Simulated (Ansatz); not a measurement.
Ideal-gas functions of `[Cl][SnH][GeH3]` radical at 500 K and 1 bar, from an Ansatz frequency run at PBE0-D4/def2-TZVP.

Molar mass 230.81 g/mol, point group C1 (symmetry number 1), electronic degeneracy 2, moments of inertia 124.632, 452.103, 566.1 u Å². Harmonic wavenumbers (cm⁻¹, unscaled): 57, 67, 203, 337, 354, 423, 489, 543, 759, 868, 874, 1832, 2140, 2158, 2173.

Use S(trans) = R[1.5 ln M + 2.5 ln T − 1.1517]; rotational temperatures θ = 24.2544 K / I; S(rot) = R[ln(√π/σ · √(T³/θAθBθC)) + 1.5]; for each mode x = 1.438777 ν̃/T, S = R[x/(eˣ − 1) − ln(1 − e⁻ˣ)] and H = RT x/(eˣ − 1); 1 cm⁻¹ = 0.0119627 kJ/mol; R = 8.31446 J/(mol·K).

Task: By hand: the entropy, in J/(mol·K).

Result: Translation 187.5. Rotation: θ = 0.1946, 0.0536, 0.0428 K, giving 126.8. Vibration, mode by mode: 23.35, 22.01, 12.90, 8.89, 8.51, 7.18, 6.13, 5.40, 3.30, 2.58, 2.54, 0.27, 0.13, 0.12, 0.12, in all 103.4. Electronic 5.8. Sum 423.5 J/(mol·K).

Task: By hand: H − E and G − E in kJ/mol, counted from the electronic energy.

Result: Zero-point energy ½ × 13277 × 0.0119627 = 79.4; thermal vibration 24.5; translation, rotation and pV give 4 RT = 16.6. H − E = 120.5 kJ/mol, and G − E = 120.5 − 500 × 423.5/1000 = -91.2 kJ/mol.

Vibration gives 24 % of the entropy, 45.4 J/(mol·K) of it from the modes under 150 cm⁻¹: soft modes count most, and the harmonic formula is weakest for them. The sum counts one conformer and one mirror image; others add a mixing term.
